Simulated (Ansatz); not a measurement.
Relaxation of BrGaH6N2O (11 atoms, charge 0, multiplicity 1), to a largest force component of 0.03 eV/Å in at most 50 steps.

All numbers below come from RHF/def2-SVP (Ansatz).

```xyz
11
Properties=species:S:1:pos:R:3:forces:R:3
Ga -0.128 0.624 -0.520 0.02 0.71 0.81
N -0.163 0.135 2.555 0.02 1.04 -0.49
H -0.920 -0.173 3.140 -0.01 0.00 0.00
H 0.700 -0.176 2.967 0.00 0.00 0.00
O 1.491 -0.040 -0.754 0.00 0.00 -0.01
H 1.600 -0.857 -1.212 0.01 -0.01 0.00
N -1.653 -0.086 -1.171 -0.08 -0.08 -0.02
H -1.755 -1.053 -1.416 0.03 0.07 0.01
H -2.545 0.346 -1.031 0.01 0.02 0.01
Br -0.185 2.845 0.365 0.00 -0.65 -0.51
H -0.159 1.163 2.551 0.01 -1.10 0.20
```

Q: Where does it end, and by what steps?

A: The run converged. The force dipped under the threshold on the way, but the program's further checks kept it going. After 19 steps the energy has fallen by 0.879 eV; H3 moved furthest, 0.77 Å. Joined: Ga1–N2 (3.11 → 2.10 Å).

| step | energy less start (eV) | largest force component (eV/Å) | accepted |
| --- | --- | --- | --- |
| 0 | 0.0000 | 1.098 | yes |
| 1 | -0.2047 | 1.167 | yes |
| 2 | -0.4094 | 1.567 | yes |
| 3 | -0.6188 | 1.531 | yes |
| 4 | -0.7428 | 1.336 | yes |
| 5 | -0.7820 | 1.447 | yes |
| 6 | -0.8309 | 0.586 | yes |
| 7 | -0.8343 | 0.545 | yes |
| 8 | -0.8634 | 0.352 | yes |
| 9 | -0.8683 | 0.612 | yes |
| 10 | -0.8734 | 0.168 | yes |
| 11 | -0.8739 | 0.278 | yes |
| 12 | -0.8744 | 0.249 | yes |
| 13 | -0.8767 | 0.225 | yes |
| 14 | -0.8783 | 0.091 | yes |
| 15 | -0.8776 | 0.143 | no |
| 16 | -0.8788 | 0.017 | yes |
| 17 | -0.8791 | 0.065 | yes |
| 18 | -0.8792 | 0.037 | yes |
| 19 | -0.8793 | 0.007 | yes |

```xyz
11
Properties=species:S:1:pos:R:3
Ga -0.188 0.538 0.008
N -0.170 0.218 2.086
H -0.987 -0.294 2.380
H 0.652 -0.329 2.289
O 1.348 -0.367 -0.225
H 1.857 -0.241 -1.009
N -1.789 -0.170 -0.566
H -1.786 -1.038 -1.068
H -2.487 0.436 -0.955
Br -0.045 2.896 -0.075
H -0.122 1.078 2.609
```

Whether the end is a true minimum wasn't checked by a vibrational analysis.

The run took 16 s on 4 threads of AMD EPYC 9R45 96-Core Processor (Zen 5), on a shared host, peak memory 0.39 GiB.
